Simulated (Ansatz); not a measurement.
Species: sum formula SiN$_{3}$H$_{6}$Cl, charge 0, multiplicity 1. 
Coordinates optimised at B3LYP-D3(BJ)/def2-TZVP (Ansatz, a quantum-chemistry and plane-wave program):
SMILES: [Si](N)(N)(Cl)N
```xyz
11

Si    -0.0735     0.1897    -0.2931
Cl     0.3676    -0.9152     1.4224
N      1.0682    -0.3919    -1.4227
N     -0.0881     1.7972     0.2846
N     -1.5899    -0.0388    -1.0271
H      1.9697    -0.7243    -1.1234
H      1.0829    -0.0453    -2.3686
H     -0.2968     2.5665    -0.3315
H      0.4913     2.0743     1.0594
H     -1.7779    -0.8763    -1.5539
H     -2.4211     0.3414    -0.6042
```

Computed values are from Ansatz. Cores are frozen in the correlated levels unless marked. Open shells are spin-unrestricted. No spin-orbit coupling. No relativistic terms. Basis-set limits of correlation are two-point, X^-3; Hartree-Fock from the larger set. The bracket is a focal-point correction in the basis named.

- atomisation energy De = 3938.2 kJ/mol at CCSD(T)/CBS(aug-cc-pV(T+d)Z,aug-cc-pV(Q+d)Z)
- vertical triplet-singlet gap = 6.20 eV at RI-MP2/CBS(aug-cc-pV(T+d)Z,aug-cc-pV(Q+d)Z)+[CCSD(T)-MP2]/aug-cc-pV(T+d)Z
- total energy = -916.7354 Eh at CCSD(T)/CBS(aug-cc-pV(T+d)Z,aug-cc-pV(Q+d)Z)
- dipole moment = 2.44 D at CCSD(T)/aug-cc-pV(D+d)Z
- T1 diagnostic = 0.009 at CCSD/aug-cc-pV(Q+d)Z
